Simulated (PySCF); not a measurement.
Si(H)(F)(vinyl)2 (C4H7FSi), SMILES C=C[SiH](F)C=C. Atoms are numbered in the order given.

```xyz
13

Si    -0.2386     0.0536     0.3822
F      0.5409     1.4132     0.8464
C     -1.0231     0.4559    -1.2540
C     -0.8949     1.6578    -1.8284
C      0.9683    -1.3536     0.2594
C      0.8752    -2.4422     1.0328
H     -1.2409    -0.2780     1.4359
H     -1.6033    -0.3184    -1.7736
H     -1.3486     1.8934    -2.7976
H     -0.3258     2.4601    -1.3464
H      1.7729    -1.3075    -0.4863
H      1.5715    -3.2841     0.9464
H      0.0929    -2.5425     1.7945
```

Coordinates come from a PBE0-D3(BJ)/def2-SVP optimisation. The values are those of a single conformer.

Two levels are set side by side: PBE/pcSseg-1 (PySCF) and PBE0/pcSseg-1 (PySCF). GIAO shifts against CFCl3 (¹⁹F), TMS (²⁹Si), TMS (¹H), TMS (¹³C) at the same level; non-relativistic, no solvent, atoms listed together averaged. Differences are taken from unrounded values.

| quantity | PBE |
|---|---|
| δ(²⁹Si) of Si1 (ppm) | 5.7 |
| δ(¹⁹F) of F2 (ppm) | -234.4 |
| δ(¹H) of H7 (ppm) | 5.54 |

### Question
These are the PBE values. What does PBE0 give? (The exact figures need the calculation; the answer reports its results.)

### Answer

| quantity | PBE0 | PBE minus PBE0 |
|---|---|---|
| δ(²⁹Si) of Si1 (ppm) | 4.8 | 0.9 |
| δ(¹⁹F) of F2 (ppm) | -212.9 | -21.5 |
| δ(¹H) of H7 (ppm) | 5.38 | 0.17 |

Rough cost on one machine, each run with all the roots and properties that it gave: PBE0 against PBE within a factor of 2.
